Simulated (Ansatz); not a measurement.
# Worked example: CHFO + InH2(OH) → CH2O2 + InH2F

Gas-phase species: CHFO `O=CF`, singlet; InH2(OH), singlet; CH2O2 (formic acid) `O=CO`, singlet; InH2F `[F][InH2]`, singlet. The partners trade F for OH: C–F and In–OH bonds give way to C–OH and In–F.

Shapes, held fixed at every level: PBE0-D4/def2-TZVP. Flexible molecules stand in one conformer, not always the lowest. Programs: Ansatz 0.2.0. The zero-point and thermal change to 298 K, harmonic and unscaled (PBE0-D4/def2-TZVP), is +3.5 kJ/mol.

At CCSD(T)/def2-TZVPP; 1 Eh = 2625.50 kJ/mol:

| species | energy (Eh) |
| --- | --- |
| CHFO | -213.505427 |
| InH2(OH) | -266.411415 |
| CH2O2 | -189.508623 |
| InH2F | -290.431529 |

Problem. Work out ΔH(298 K) of the reaction at this level.

Solution. 
1. Products less reactants: (-189.508623) + (-290.431529) − [(-213.505427) + (-266.411415)] = -0.023310 Eh = -61.2 kJ/mol.
2. With the thermal change: -61.2 + (+3.5) = -57.7 kJ/mol.

Other levels give -71.4 (HF/def2-TZVPP) to -57.3 kJ/mol (MP2/def2-TZVPP). No measured value is set beside it here. For atoms past krypton def2 sets carry core potentials with scalar relativity. Outer-core shells of In are correlated, in sets that cover them unevenly.
